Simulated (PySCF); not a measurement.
**Simulated absorption spectrum**

Species: C4H7FO3S.
SMILES: `CO/C(F)=C/S(C)(=O)=O`

Level of theory: TDDFT CAM-B3LYP/def2-SVPD, vertical, gas phase, core orbitals frozen in the response in PySCF. One conformer (not necessarily the lowest) at the PBE0-D3(BJ)/def2-SVP geometry, without solvent, vibrations or thermal averaging. Torsions of this conformer, `[CH3:1][O:2]/[C:3]([F:4])=[CH:5]/[S:6]([CH3:7])(=[O:8])=[O:9]`: C1–O2–C3–F4 8°, C3–C5–S6–C7 77°.

Computed states:

```csv
state,E (eV),f
S1,6.54,0.443
S2,6.73,0.057
S3,6.85,0.059
S4,7.28,0.0098
S5,7.63,0.0017
S6,7.70,0.0080
```

Each state is given a Gaussian of 0.3 eV full width at half maximum, with ε(max) = 2.175×10⁸ f / Δν̃ (Δν̃ the width in cm⁻¹). The cross-section is σ = 3.8235×10⁻²¹ ε cm², given in Mb (10⁻¹⁸ cm²). The width is an assumption, not a result. The curve ends short of the highest state used, and states not computed would add to its high-energy end.

(1) What does the envelope look like, and where are its maxima?

(2) On this curve, what absorbance would a 10⁻³ mol/L sample give at 193 nm over a 1 cm path?

Answers

(1) 
(E (eV), σ (Mb)): (6.09, 0.26), (6.14, 0.99), (6.18, 2.54), (6.23, 7.24), (6.27, 14.97), (6.31, 28.06), (6.36, 53.63), (6.40, 80.69), (6.44, 110.23), (6.49, 142.42), (6.53, 157.53), (6.57, 159.53), (6.62, 144.71), (6.66, 124.01), (6.70, 101.15), (6.75, 75.60), (6.79, 59.55), (6.83, 47.02), (6.88, 34.60), (6.92, 26.22), (6.97, 17.33), (7.01, 11.71), (7.05, 7.61), (7.10, 4.61)

Maxima: 189 nm (6.56 eV), ε about 42000, made up of S1 (95%) (ε in L mol⁻¹ cm⁻¹; maxima over ε = 5, shares over 10%).

(2) 193 nm is 6.424 eV, where ε is about 26000 L mol⁻¹ cm⁻¹, so A = ε c l ≈ 26 (Beer–Lambert, with the gas-phase spectrum and the assumed width).
